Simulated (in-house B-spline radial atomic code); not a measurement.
# RPA and G0W0 on PBE: Ga21+

Configuration [He] 2s2 2p6, mean-field start PBE. Computed with an all-electron radial atomic-structure program (B-spline basis): all electrons, non-relativistic, point nucleus, each spin shell either full or empty, empty states to l = 9 with an (l + 1/2)⁻⁴ tail; G0W0 by contour deformation at full frequency.

Command:
```bash
python run_gw.py task.json out
```
Settings (radii: box in bohr, nucleus in fm):
```
Z                        31
electrons                10
configuration            [He] 2s2 2p6
hamiltonian              nr
method                   pbe,pbe
lmax                     9
spin_polarised           False
box_radius               3.94
intervals                46
```

Time taken, with all properties: 0.8 s on 1 thread of Arm Neoverse N1 (shared host).

Energies (hartree):

| term | value |
| --- | --- |
| mean-field total | -1665.72344 |
| Hartree-Fock functional on these orbitals | -1665.77496 |
| direct second order | -0.65787 |
| second-order exchange | 0.23049 |
| SOSEX correction | 0.22478 |

(1) What is the RPA correlation energy, and what remains with SOSEX?

Quasi-particle levels (eV):

```csv
level,occupied,mean field,Σx - vxc,Σc,QP weight,G0W0
2p,yes,-1950.53,-60.57,?,?,?
2s,yes,-2081.43,-74.96,3.92,0.996,-2152.47
1s,yes,-10990.79,-215.02,24.45,0.984,-11181.36
3s,no,-817.69,20.22,-0.90,0.999,-798.37
```

G0W0 = mean field + (Σx - vxc) + Σc, with Σc (partial-wave tail included) taken at the quasi-particle energy.

(2) Where does G0W0 put 2p?

Results:

(1) RPA gives -0.63445 hartree (-1.73 eV per electron); RPA + SOSEX gives -0.40967, and the second-order doubles -0.42738 hartree (no singles). SOSEX takes back 35 % of the RPA value.

(2) At -2009.14 eV, with Σc = 1.96 eV and a quasi-particle weight of 0.996. The tabulated removal energy is 2010 ± 1.1 eV (NIST, semi-empirical); the calculation leaves out relativity, Breit and QED terms, and what these don't explain is the method's own error.
